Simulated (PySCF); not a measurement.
# Highest orbital energy against ionisation energy along the 5p block

Calculated with PySCF 2.14, no spin-orbit coupling. Each cell gives −ε(HOMO) / ΔSCF in eV; NIST values include spin-orbit coupling, (s) semi-empirical, (t) theoretical.

```tsv
species	UHF	LDA	PBE	PBE0	r2SCAN	NIST (lowest levels)
In (aug-cc-pVTZ-DK3, spin-free X2C)	5.477 / 5.214	2.856 / 5.717	2.822 / 5.588	3.590 / 5.619	3.049 / 5.709	5.786
Sn (aug-cc-pVTZ-DK3, spin-free X2C)	7.262 / 6.851	4.174 / 7.420	4.117 / 7.264	5.031 / 7.310	4.403 / 7.403	7.344
Sb (aug-cc-pVTZ-DK3, spin-free X2C)	9.097 / 8.580	5.531 / 9.132	5.464 / 8.968	6.521 / 9.044	5.827 / 9.163	8.608
Te (aug-cc-pVTZ-DK3, spin-free X2C)	8.483 / 7.726	5.405 / 9.004	5.265 / 8.727	6.282 / 8.726	5.500 / 8.735	9.010
I (aug-cc-pVTZ-DK3, spin-free X2C)	10.412 / 9.547	6.881 / 10.808	6.726 / 10.513	7.874 / 10.536	7.004 / 10.540	10.451
Xe (aug-cc-pVTZ-DK3, spin-free X2C)	12.425 / 11.468	8.399 / 12.641	8.240 / 12.342	9.527 / 12.404	8.596 / 12.432	12.130
```

Problem. How far is −ε(HOMO) from ΔSCF on average for each method, and why?

Solution. UHF 0.63 eV; LDA -3.58 eV; PBE -3.46 eV; PBE0 -2.47 eV; r2SCAN -3.27 eV. Hartree-Fock orbital energies lack relaxation and so exceed the ΔSCF value; semilocal functionals have convex E(N) from self-interaction, so their HOMO lies far too high; exact exchange moves hybrids part of the way back.
